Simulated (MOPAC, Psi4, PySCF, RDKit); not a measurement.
Relaxed torsion scan: H₅NSSi, SMILES N[SiH2]S. Scanned: dihedral N1–Si2–S3–H8; all other coordinates were relaxed at GFN2-xTB. Points at φ and −φ are mirror images.

Atom numbering (GFN2-xTB optimised geometry, Å):
```
8

N     -0.9592     0.7161     0.0969
Si    -0.0010    -0.7065     0.0098
S      1.9545    -0.0349    -0.5827
H     -1.9147     0.6482     0.4056
H     -0.8735     1.4177    -0.6224
H      0.0545    -1.2468     1.3602
H     -0.3198    -1.7094    -0.9994
H      2.0591     0.9155     0.3319
```

PBE0/def2-TZVP // GFN2-xTB (Psi4); RKS-B3LYP/6-31G* = restricted B3LYP/6-31G*, spherical d // GFN2-xTB (PySCF); AM1, restricted, heats of formation // GFN2-xTB (MOPAC); RHF/STO-3G = restricted Hartree-Fock/STO-3G // GFN2-xTB run with PySCF 2.14.0; UFF // GFN2-xTB (RDKit); MP2/cc-pVTZ = DF-MP2 (frozen core)/cc-pVTZ // GFN2-xTB run with Psi4 1.11.

Energies in kcal/mol, each method relative to its own lowest point.

```csv
φ / °,PBE0/def2-TZVP,RKS-B3LYP/6-31G*,AM1,RHF/STO-3G,UFF,MP2/cc-pVTZ
-165,2.4,3.1,1.9,1.9,1.6,2.4
-150,2.7,3.3,1.8,2.1,1.6,2.7
-135,2.6,3.1,1.4,2.1,1.7,2.7
-120,2.3,2.7,0.9,1.9,1.7,2.4
-105,1.7,2.0,0.5,1.4,1.4,1.8
-90,0.9,1.1,0.2,0.8,1.0,1.0
-75,0.3,0.4,0.0,0.3,0.5,0.3
-60,0.0,0.0,0.1,0.0,0.2,0.0
-45,0.2,0.1,0.3,0.0,0.0,0.1
-30,0.9,0.9,0.7,0.4,0.0,0.7
-15,1.9,2.0,1.2,0.8,0.0,1.7
0,2.8,3.1,1.5,1.2,0.0,2.7
15,1.9,2.0,1.2,0.8,0.0,1.7
30,0.9,0.9,0.7,0.4,0.0,0.7
45,0.2,0.1,0.3,0.0,0.0,0.1
60,0.0,0.0,0.1,0.0,0.2,0.0
75,0.3,0.4,0.0,0.3,0.5,0.3
90,0.9,1.1,0.2,0.8,1.0,1.0
105,1.7,2.0,0.5,1.4,1.4,1.8
120,2.3,2.7,0.9,1.9,1.7,2.4
135,2.6,3.1,1.4,2.1,1.7,2.7
150,2.7,3.3,1.8,2.1,1.6,2.7
165,2.4,3.1,1.9,1.9,1.6,2.4
180,2.0,2.6,1.8,1.7,1.7,2.0
```

Root-mean-square difference from the MP2/cc-pVTZ profile, itself a level with limits, after the best constant shift (kcal/mol): PBE0/def2-TZVP 0.1, RKS-B3LYP/6-31G* 0.2, AM1 0.5, RHF/STO-3G 0.3, UFF 0.7.
